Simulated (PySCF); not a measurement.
Electric field gradients and quadrupole coupling constants

Species: [CuCl2]- (charge -1 and singlet state).
Z-matrix (Å and degrees, PBE0-D3(BJ)/def2-SVP geometry), rows numbered from 1:
```
Cu
Cl  1  2.1468
Cl  1  2.1469  2  179.95
```

Field gradients from the PBE0/pcSseg-1 (pcSseg-2 on Cu) density (PySCF, non-relativistic), principal values in atomic units, ordered |Vxx| ≤ |Vyy| ≤ |Vzz|:

```json
{"atom": "Cu1", "Vxx": "0.3424", "Vyy": "0.3424", "Vzz": "-0.6847"}
{"atom": "Cl2", "Vxx": "-0.6061", "Vyy": "-0.6061", "Vzz": "1.2123"}
{"atom": "Cl3", "Vxx": "-0.6062", "Vyy": "-0.6062", "Vzz": "1.2124"}
```

Find the asymmetry η = (Vxx − Vyy)/Vzz and the couplings χ = eQV/h (234.96 MHz × Q in barn × V in au), with Q(63Cu) = −0.22 b, Q(35Cl) = −0.0817 b.

```tsv
atom	environment	nucleus	η	χzz (MHz)	χxx (MHz)	χyy (MHz)
Cu1	copper bonded to 2 Cl	63Cu	0.00	35.40	-17.70	-17.70
Cl2	chlorine bonded to Cu	35Cl	0.00	-23.27	11.64	11.64
Cl3	chlorine bonded to Cu	35Cl	0.00	-23.27	11.64	11.64
```

The gradient is axial or nearly so (η below 0.05) at Cu1, Cl2 and Cl3. 

What is Vzz at Cl2 in SI units (1 au = 9.71736 × 10²¹ V/m²)?

1.2123 au = 11.780 × 10²¹ V/m².

Isolated species at its PBE0-D3(BJ)/def2-SVP geometry, gas phase. The pcSseg-1 basis has no diffuse functions, a weakness for an anion. These gradients aren't converged with respect to the basis. Field gradients at transition-metal nuclei can change strongly with the functional.

The run behind these numbers computed NMR shieldings as well. On one thread, x86-64 server (shared host), this took 9.4 s.
